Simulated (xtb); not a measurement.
C$_{7}$H$_{8}$O, triplet, at a GFN2-xTB geometry of the parent state (a higher spin typed on purpose: for a closed-shell molecule this is an excited state); GFN2-xTB (xtb 6.7.1).

Input for xtb:
```
$ xtb mol.xyz --gfn 2 --chrg 0 --uhf 2 --json

# file mol.xyz
16

C     -2.83485466     0.11645217     0.39917449
C     -1.35119902     0.04253937     0.19543320
C     -0.48079655     0.69822704     1.05464705
C      0.88746555     0.65034956     0.85778854
C      1.41233797    -0.06087735    -0.21302987
O      2.75310773    -0.13806513    -0.44684273
C      0.54999479    -0.72197732    -1.08106165
C     -0.81332749    -0.66596930    -0.87292005
H     -3.32025483    -0.78818912     0.04028342
H     -3.07584159     0.25269851     1.45093519
H     -3.24713136     0.96147983    -0.15374877
H     -0.87489984     1.25504510     1.89283045
H      1.55226643     1.16616706     1.53910024
H      3.22889816     0.36194627     0.22698678
H      0.96800090    -1.27300046    -1.90846528
H     -1.47362327    -1.18409113    -1.55337055
```

What the program printed (banner, timings and long lists left out):

```
   ID    Z sym.   atoms
    1    6 C      1-5, 7, 8
    2    8 O      6
    3    1 H      9-16

           -------------------------------------------------
          |                Calculation Setup                |
           -------------------------------------------------

           -------------------------------------------------
          |                 G F N 2 - x T B                 |
           -------------------------------------------------

          ...................................................
          :                      SETUP                      :
          :.................................................:
          :  # basis functions                  40          :
          :  # atomic orbitals                  40          :
          :  # shells                           24          :
          :  # electrons                        42          :
          :  max. iterations                   250          :
          :  Hamiltonian                  GFN2-xTB          :
          :  restarted?                      false          :
          :  GBSA solvation                  false          :
          :  PC potential                    false          :
          :  electronic temp.          300.0000000     K    :
          :  accuracy                    1.0000000          :
          :  -> integral cutoff          0.2500000E+02      :
          :  -> integral neglect         0.1000000E-07      :
          :  -> SCF convergence          0.1000000E-05 Eh   :
          :  -> wf. convergence          0.1000000E-03 e    :
          :  Broyden damping             0.4000000          :
          :  net charge                          0          :
          :  unpaired electrons                  2          :
          ...................................................

 iter      E             dE          RMSdq      gap      omega  full diag
   1    -23.2757793 -0.232758E+02  0.353E+00    0.55       0.0  T
   2    -23.1436652  0.132114E+00  0.463E+00    0.56       1.0  T
   3    -23.3149344 -0.171269E+00  0.192E+00    0.17       1.0  T
   4    -23.2899236  0.250108E-01  0.215E+00    0.20       1.0  T
   5    -23.3164027 -0.264791E-01  0.155E+00    0.13       1.0  T
   6    -23.3263752 -0.997256E-02  0.108E+00    0.08       1.0  T
   7    -23.3299335 -0.355831E-02  0.507E-01    0.03       1.0  T
   8    -23.3329223 -0.298876E-02  0.393E-01    0.03       1.0  T
   9    -23.3335237 -0.601385E-03  0.226E-01    0.02       1.0  T
[...]
         :: total energy             -22.961286561057 Eh    ::
[...]

 Mol. C6AA /au·bohr⁶  :       2816.086963
 Mol. C8AA /au·bohr⁸  :      67023.107676
 Mol. α(0) /au        :         83.954958

Wiberg/Mayer (AO) data.
largest (>0.10) Wiberg bond orders for each atom

 ---------------------------------------------------------------------------
     #   Z sym  total        # sym  WBO       # sym  WBO       # sym  WBO
 ---------------------------------------------------------------------------
     1   6 C    3.992 --     2 C    1.059    10 H    0.974     9 H    0.973
                            11 H    0.935
     2   6 C    3.653 --     8 C    1.199     3 C    1.169     1 C    1.059
     3   6 C    3.743 --     4 C    1.455     2 C    1.169    12 H    0.970
     4   6 C    3.765 --     3 C    1.455     5 C    1.174    13 H    0.967
     5   6 C    3.627 --     4 C    1.174     6 O    1.164     7 C    1.145
     6   8 O    2.186 --     5 C    1.164    14 H    0.882
     7   6 C    3.753 --     8 C    1.457     5 C    1.145    15 H    0.969
     8   6 C    3.764 --     7 C    1.457     2 C    1.199    16 H    0.970
     9   1 H    0.994 --     1 C    0.973
    10   1 H    0.994 --     1 C    0.974
    11   1 H    0.982 --     1 C    0.935
    12   1 H    1.000 --     3 C    0.970
    13   1 H    1.000 --     4 C    0.967
    14   1 H    0.904 --     6 O    0.882
    15   1 H    0.998 --     7 C    0.969
    16   1 H    1.000 --     8 C    0.970
 ---------------------------------------------------------------------------

Topologies differ in total number of bonds
Writing topology from bond orders to xtbtopo.mol

molecular dipole:
                 x           y           z       tot (Debye)
 q only:       -0.099       0.250       0.307
   full:       -0.023       0.389       0.480       1.571
molecular quadrupole (traceless):
                xx          xy          yy          xz          yz          zz
 q only:        5.991       1.939      -2.802       2.496       0.076      -3.189
  q+dip:        7.580       3.030      -4.194       3.834       1.988      -3.386
   full:        6.871       2.978      -3.329       3.974       0.613      -3.542

           -------------------------------------------------
          | TOTAL ENERGY              -22.961286561057 Eh   |
          | GRADIENT NORM               0.100666763886 Eh/α |
          | HOMO-LUMO GAP               0.004681117386 eV   |
           -------------------------------------------------

normal termination of xtb
```
